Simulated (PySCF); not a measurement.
Potential energy of Rb₂⁺ along the bond

Set-up: basis Rb def2-SVPD with ECP28; scalar-relativistic core potentials; PySCF 2.14. Energies in eV from Rb⁺ + Rb in their ground configurations at the same level. State: doublet, unpaired electrons σ ↑.

```
R (Å)  UHF-MP2
4.356  -0.5793
4.559  -0.6191
4.761  -0.6428
4.913  -0.6517
5.065  -0.6542
5.217  -0.6512
5.420  -0.6402
5.673  -0.6174
5.977  -0.5805
6.382  -0.5212
```

Q: Put a parabola through the three lowest points of the UHF-MP2 curve and estimate Re, k and ωe (reduced mass 42.46 u; 1 eV/Å² = 0.16022 mdyn/Å; ωe = 1302.8·√(k/μ) cm⁻¹).

A: Through R = 4.913, 5.065, 5.217 Å the second-order coefficient is 0.119 eV/Å², so Re ≈ 5.058 Å, k ≈ 0.0381 mdyn/Å and ωe ≈ 39 cm⁻¹. A polynomial fit of higher order to the unrounded UHF-MP2 energies gives Re = 5.054 Å, k = 0.0383 mdyn/Å, ωe = 39.1 cm⁻¹; anharmonicity and rounding make the difference.

The higher-order fit for each curve: UHF-MP2: Re = 5.054 Å, ωe = 39.1 cm⁻¹, De = 0.65 eV.

Correlated steps freeze no core orbitals. Correlated levels converge slowly with the basis: in double zeta they bind strong bonds too weakly, by up to about 1 eV, and carry superposition errors of some tenths. Spin–orbit coupling is left out. The state was picked by a PBE0 search and need not be the measured ground state.
